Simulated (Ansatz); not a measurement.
Ansatz (a quantum-chemistry and plane-wave program) input (HF/6-31G*):

Ansatz 0.2 input:
```yaml
crystal:
  periodic: [false, false, false]
  atoms:
    - {symbol: C, position_ang: [1.42549600, -0.98754900, -0.40629100]}
    - {symbol: B, position_ang: [0.01921800, -0.35195800, -0.18272300]}
    - {symbol: C, position_ang: [-1.31596200, -1.01843500, -0.63513700]}
    - {symbol: Cl, position_ang: [-0.06696700, 1.22642200, 0.63671000]}
    - {symbol: H, position_ang: [1.38745600, -2.07830800, -0.45096000]}
    - {symbol: H, position_ang: [2.17472400, -0.67498500, 0.32077900]}
    - {symbol: H, position_ang: [1.78123500, -0.65327000, -1.39049600]}
    - {symbol: H, position_ang: [-1.65487100, -1.66093400, 0.18905200]}
    - {symbol: H, position_ang: [-2.12089700, -0.31078000, -0.83255000]}
    - {symbol: H, position_ang: [-1.18250000, -1.67520400, -1.49771600]}
basis:
  gaussian:
    orbitals: 6-31G*
hamiltonian:
  xc: {name: HF}
relax: {f_tol: 0.003, max_steps: 120}
```

From the output:

```
the calculation of the forces begins
reference -15332.42238595 eV, -563.4561299945 hartree; 20, 20 occupied and 56, 56 virtual orbitals, 892 factors
relax step   7: F+E_penalty+E_count = -15332.42238595 eV  Δ(F+E_penalty+E_count) = -2.962e-5 eV  max|allowed force component| = 6.652e-3 eV/Å  Δτ_max = 0.0123 Å  (25 SCF iters, accepted)
these checks for a lower state are left out or cut short: starts, cluster_reference, orbital_swaps, neighbouring_geometries, increment
integrals: 0.02 GiB planned
892 factors; integrals over basis functions are off by at most 3.8e-4 eV
mean field: 0.19 GiB planned
mean field evaluation 64: about -15332.4224 eV, gradient 1.0e-5 eV
mean field -15332.42239339 eV, -563.4561302678 hartree, gradient 1.0e-5 eV, S^2 0.000000; 0 other end points of the search recorded, 0 dependent functions left out
the calculation of the forces begins
reference -15332.42239339 eV, -563.4561302678 hartree; 20, 20 occupied and 56, 56 virtual orbitals, 892 factors
relax step   8: F+E_penalty+E_count = -15332.42239339 eV  Δ(F+E_penalty+E_count) = -7.437e-6 eV  max|allowed force component| = 1.950e-3 eV/Å  Δτ_max = 0.0043 Å  (24 SCF iters, accepted)
integrals: 0.02 GiB planned
892 factors; integrals over basis functions are off by at most 3.8e-4 eV
mean field: 0.19 GiB planned
mean field -15332.42239339 eV, -563.4561302678 hartree, gradient 1.0e-5 eV, S^2 0.000000; 1 other end points of the search recorded, 0 dependent functions left out
the calculation of the forces begins
reference -15332.42239339 eV, -563.4561302678 hartree; 20, 20 occupied and 56, 56 virtual orbitals, 892 factors
Total energy: -15332.42239339 eV, -563.4561302678 hartree
Atom 0 at     1.440973    -0.985764    -0.420225 Å, force     0.001869     0.000052     0.000243 eV/Å
Atom 1 at     0.019218    -0.351954    -0.182721 Å, force     0.000054    -0.000984    -0.000511 eV/Å
Atom 2 at    -1.330899    -1.030112    -0.626338 Å, force    -0.001876     0.000068    -0.000181 eV/Å
Atom 3 at    -0.067378     1.233955     0.640621 Å, force     0.000106    -0.001950    -0.001012 eV/Å
Atom 4 at     1.401205    -2.068070    -0.502834 Å, force    -0.000522     0.001767     0.000386 eV/Å
Atom 5 at     2.169628    -0.710787     0.334121 Å, force    -0.000092    -0.000397    -0.000903 eV/Å
Atom 6 at     1.817647    -0.612132    -1.374336 Å, force    -0.000759    -0.000095     0.001365 eV/Å
Atom 7 at    -1.695363    -1.627355     0.211682 Å, force     0.000703     0.001125    -0.000830 eV/Å
Atom 8 at    -2.113346    -0.319924    -0.869227 Å, force     0.000166    -0.000956     0.000200 eV/Å
Atom 9 at    -1.194752    -1.712858    -1.460076 Å, force     0.000351     0.001370     0.001243 eV/Å
Dipole moment:     0.019986    -0.366023    -0.190025 e Å
```

The geometry given is a B3LYP-D3(BJ)/def2-TZVP minimum.
